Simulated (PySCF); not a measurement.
## Basis and Hamiltonian dependence of the excitation energy of S⁺

S⁺ [Ne] 3s2 3p3 (4S) → S⁺ [Ne] 3s1 3p3 4s1 (6S). All values are computed (PySCF 2.14, energy differences of UHF-based or UKS calculations, no spin-orbit coupling). Values in eV.

| basis | Hamiltonian | functions | UHF | LDA | PBE0 | MP2 (valence) | CCSD(T) (valence) | CCSD(T) (valence and next inner shell) |
| --- | --- | --- | --- | --- | --- | --- | --- | --- |
| aug-cc-pwCVDZ | non-relativistic | 36 | 18.523 | 20.609 | 20.437 | 19.755 | 20.075 | 20.199 |
| dyall-av2z | non-relativistic | 50 | 18.506 | 20.576 | 20.416 | 19.733 | n/a | n/a |
| aug-cc-pV(T+d)Z with one added diffuse shell each of s, p, d, f type | non-relativistic | 71 | 18.505 | 20.572 | 20.420 | 20.053 | 20.363 | n/a |
| aug-cc-pwCVTZ | non-relativistic | 75 | 18.501 | 20.575 | 20.423 | 20.073 | 20.373 | 20.508 |
| dyall-av3z | non-relativistic | 84 | 18.483 | 20.567 | 20.397 | 20.046 | 20.346 | n/a |
| dyall-av3z | spin-free X2C | 84 | 18.585 | 20.673 | 20.503 | 20.145 | 20.443 | n/a |
| aug-cc-pCVTZ-DK with one added diffuse shell each of s, p, d, f type | spin-free X2C | 91 | 18.587 | 20.674 | 20.520 | 20.147 | 20.450 | 20.578 |
| dyall-acv3z | non-relativistic | 113 | 18.483 | 20.567 | 20.397 | 20.077 | 20.372 | n/a |
| aug-cc-pCVQZ-DK | spin-free X2C | 134 | 18.584 | 20.673 | 20.504 | 20.262 | n/a | n/a |
| aug-cc-pV(5+d)Z | non-relativistic | 136 | 18.480 | 20.561 | 20.392 | 20.208 | n/a | n/a |

Task: Estimate the row for aug-cc-pVTZ-DK (spin-free X2C, 50 functions).

Result: From the rows with the same Hamiltonian and similar size; the calculation gives UHF 18.62; LDA 20.68; PBE0 20.53; MP2 (valence) 20.15 (eV).

Frozen in the all-electron rows: valence: [Ne]; valence and next inner shell: 1s2.
